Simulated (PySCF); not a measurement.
**Spin-orbit coupling and the second ionisation energy along group 14**

Two-component X2C-1e calculated with PySCF 2.14: MP2 on generalised Hartree-Fock spinors (GMP2), with spin-orbit coupling off and on (screened by Boettger's factors); no Breit or QED terms. Values in eV; the references (NIST) lie between the lowest levels. Elements whose determinants are no pure J levels are left out.

```csv
element,configurations,spin-free,with spin-orbit,shift,reference
"C (x2c-TZVPall-2c, 1s2 frozen)",[He] 2s2 2p1 → [He] 2s2,24.361,24.366,0.005,24.383
"Ge (x2c-TZVPall-2c, [Ne] frozen)",[Ar] 3d10 4s2 4p1 → [Ar] 3d10 4s2,15.571,15.719,0.148,15.935
"Sn (x2c-TZVPall-2c, [Ar] 3d10 frozen)",[Kr] 4d10 5s2 5p1 → [Kr] 4d10 5s2,14.043,14.412,0.368,14.633
"Pb (x2c-TZVPall-2c, [Kr] 4d10 4f14 frozen)",[Xe] 4f14 5d10 6s2 6p1 → [Xe] 4f14 5d10 6s2,13.520,14.784,1.264,15.032
```

Problem. Estimate the missing row, Si (x2c-TZVPall-2c, [Ne] frozen).

Solution. The calculation gives spin-free 16.060; with spin-orbit 16.083; shift 0.023. The reference value is 16.346.

The largest shift is at Pb, 1.264 eV, where spin-orbit coupling lowers the species with more electrons by more than the one with fewer (starting occupations 6p1/2^1 and closed).

What remains against the references is mostly the basis and correlation beyond MP2.
